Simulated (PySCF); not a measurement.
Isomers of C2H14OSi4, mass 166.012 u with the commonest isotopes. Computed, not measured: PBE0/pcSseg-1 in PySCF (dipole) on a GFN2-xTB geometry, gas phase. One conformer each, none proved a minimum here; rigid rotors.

Problem. Order these by rotational constant C, smallest first.
A. `[CH3:1][O:2][Si@H:3]([CH2:4][SiH3:5])[SiH2:6][SiH3:7]` with C1–O2–Si3–C4 -55°, O2–Si3–C4–Si5 -53°, O2–Si3–Si6–Si7 25°
B. `[CH3:1][CH2:2][SiH2:3][O:4][SiH:5]([SiH3:6])[SiH3:7]` with C1–C2–Si3–O4 -179°, C2–Si3–O4–Si5 -159°, Si3–O4–Si5–Si6 88°
C. `[CH3:1][CH2:2][O:3][SiH2:4][SiH:5]([SiH3:6])[SiH3:7]` with C1–C2–O3–Si4 69°, C2–O3–Si4–Si5 175°, O3–Si4–Si5–Si6 -52°
D. `[CH3:1][SiH2:2][Si@@H:3]([CH2:4][SiH3:5])[O:6][SiH3:7]` with C1–Si2–Si3–C4 68°, Si2–Si3–C4–Si5 170°, Si2–Si3–O6–Si7 -130°

Solution. B (461.2 MHz), D (488.4 MHz), C (530.5 MHz), A (668.7 MHz).

Problem. Order these by out-of-plane moment Σ m c² = (Ia + Ib − Ic)/2, largest first.
A. `[CH3:1][SiH2:2][Si@@H:3]([CH2:4][SiH3:5])[O:6][SiH3:7]` with C1–Si2–Si3–C4 68°, Si2–Si3–C4–Si5 170°, Si2–Si3–O6–Si7 -130°
B. `[CH3:1][CH2:2][SiH2:3][O:4][SiH:5]([SiH3:6])[SiH3:7]` with C1–C2–Si3–O4 -179°, C2–Si3–O4–Si5 -159°, Si3–O4–Si5–Si6 88°
C. `[CH3:1][O:2][Si@H:3]([CH2:4][SiH3:5])[SiH2:6][SiH3:7]` with C1–O2–Si3–C4 -55°, O2–Si3–C4–Si5 -53°, O2–Si3–Si6–Si7 25°
D. `[CH3:1][CH2:2][O:3][SiH2:4][SiH:5]([SiH3:6])[SiH3:7]` with C1–C2–O3–Si4 69°, C2–O3–Si4–Si5 175°, O3–Si4–Si5–Si6 -52°

Solution. C (155.07 u·Å²), D (100.66 u·Å²), B (69.79 u·Å²), A (30.39 u·Å²).

Problem. Order these by dipole moment, largest first.
A. `[CH3:1][CH2:2][SiH2:3][O:4][SiH:5]([SiH3:6])[SiH3:7]` with C1–C2–Si3–O4 -179°, C2–Si3–O4–Si5 -159°, Si3–O4–Si5–Si6 88°
B. `[CH3:1][SiH2:2][Si@@H:3]([CH2:4][SiH3:5])[O:6][SiH3:7]` with C1–Si2–Si3–C4 68°, Si2–Si3–C4–Si5 170°, Si2–Si3–O6–Si7 -130°
C. `[CH3:1][O:2][Si@H:3]([CH2:4][SiH3:5])[SiH2:6][SiH3:7]` with C1–O2–Si3–C4 -55°, O2–Si3–C4–Si5 -53°, O2–Si3–Si6–Si7 25°
D. `[CH3:1][CH2:2][O:3][SiH2:4][SiH:5]([SiH3:6])[SiH3:7]` with C1–C2–O3–Si4 69°, C2–O3–Si4–Si5 175°, O3–Si4–Si5–Si6 -52°

Solution. C (1.90 D), D (1.58 D), B (0.92 D), A (0.59 D).

| SMILES | point group | Ia (u·Å²) | Ib (u·Å²) | Ic (u·Å²) | κ | μa (D) | μb (D) | μc (D) |
| --- | --- | --- | --- | --- | --- | --- | --- | --- |
| C[SiH2][Si@@H](C[SiH3])O[SiH3] | C1 | 392.13 | 703.51 | 1034.87 | -0.43 | 0.31 | 0.79 | 0.35 |
| CCO[SiH2][SiH]([SiH3])[SiH3] | C1 | 368.52 | 785.41 | 952.60 | -0.73 | 1.58 | 0.08 | 0.11 |
| CO[Si@H](C[SiH3])[SiH2][SiH3] | C1 | 409.82 | 656.11 | 755.80 | -0.64 | 1.75 | 0.74 | 0.10 |
| CC[SiH2]O[SiH]([SiH3])[SiH3] | C1 | 343.55 | 891.91 | 1095.89 | -0.79 | 0.58 | 0.05 | 0.11 |
